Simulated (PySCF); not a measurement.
Al(F)(Cl)(NH2) (AlClFH2N), SMILES [NH2][Al]([F])[Cl]. Atoms are numbered in the order given.

```xyz
6

Al    -0.0684     0.4033     0.0000
F     -1.5949     1.0557     0.0000
Cl     0.1362    -1.6790     0.0000
N      1.3337     1.4563     0.0000
H      2.2960     1.1338     0.0000
H      1.2959     2.4707     0.0000
```
Charge 0, spin multiplicity 1.

Coordinates come from a B3LYP-D3(BJ)/def2-SVP optimisation. One conformer was computed; it need not be the lowest.

All values below come from B3LYP-D3(BJ)/def2-SVP run with PySCF.

Frequencies are harmonic and unscaled.

Computed normal modes with their intensities:
```json
[
 {"mode": "1", "ν (cm⁻¹)": "173", "IR (km/mol)": "4.3", "Raman (Å⁴/amu)": "1.9", "depolarisation": "0.75", "moving atoms (share of kinetic energy)": "N 30 %, Cl 22 %, H 19 %, Al 17 %, F 13 %"},
 {"mode": "2", "ν (cm⁻¹)": "215", "IR (km/mol)": "20.2", "Raman (Å⁴/amu)": "1.2", "depolarisation": "0.65", "moving atoms (share of kinetic energy)": "F 52 %, Cl 18 %, N 12 %, Al 10 %"},
 {"mode": "3", "ν (cm⁻¹)": "252", "IR (km/mol)": "53.2", "Raman (Å⁴/amu)": "1.2", "depolarisation": "0.75", "moving atoms (share of kinetic energy)": "Al 68 %, F 12 %, N 11 %"},
 {"mode": "4", "ν (cm⁻¹)": "362", "IR (km/mol)": "1.5", "Raman (Å⁴/amu)": "0.2", "depolarisation": "0.75", "moving atoms (share of kinetic energy)": "H 98 %"},
 {"mode": "5", "ν (cm⁻¹)": "406", "IR (km/mol)": "174.1", "Raman (Å⁴/amu)": "0.7", "depolarisation": "0.75", "moving atoms (share of kinetic energy)": "H 82 %, N 18 %"},
 {"mode": "6", "ν (cm⁻¹)": "494", "IR (km/mol)": "30.9", "Raman (Å⁴/amu)": "7.2", "depolarisation": "0.11", "moving atoms (share of kinetic energy)": "Cl 46 %, Al 23 %, N 14 %, F 11 %"},
 {"mode": "7", "ν (cm⁻¹)": "664", "IR (km/mol)": "49.0", "Raman (Å⁴/amu)": "1.0", "depolarisation": "0.21", "moving atoms (share of kinetic energy)": "H 69 %, N 22 %, F 9 %"},
 {"mode": "8", "ν (cm⁻¹)": "826", "IR (km/mol)": "171.0", "Raman (Å⁴/amu)": "6.3", "depolarisation": "0.16", "moving atoms (share of kinetic energy)": "Al 41 %, N 28 %, F 21 %, H 8 %"},
 {"mode": "9", "ν (cm⁻¹)": "941", "IR (km/mol)": "129.2", "Raman (Å⁴/amu)": "2.6", "depolarisation": "0.30", "moving atoms (share of kinetic energy)": "Al 50 %, F 27 %, N 18 %"},
 {"mode": "10", "ν (cm⁻¹)": "1520", "IR (km/mol)": "49.0", "Raman (Å⁴/amu)": "4.4", "depolarisation": "0.70", "moving atoms (share of kinetic energy)": "H 89 %, N 11 %"},
 {"mode": "11", "ν (cm⁻¹)": "3582", "IR (km/mol)": "37.8", "Raman (Å⁴/amu)": "131.4", "depolarisation": "0.11", "moving atoms (share of kinetic energy)": "H 96 %"},
 {"mode": "12", "ν (cm⁻¹)": "3670", "IR (km/mol)": "38.0", "Raman (Å⁴/amu)": "80.5", "depolarisation": "0.74", "moving atoms (share of kinetic energy)": "H 91 %, N 9 %"}
]
```
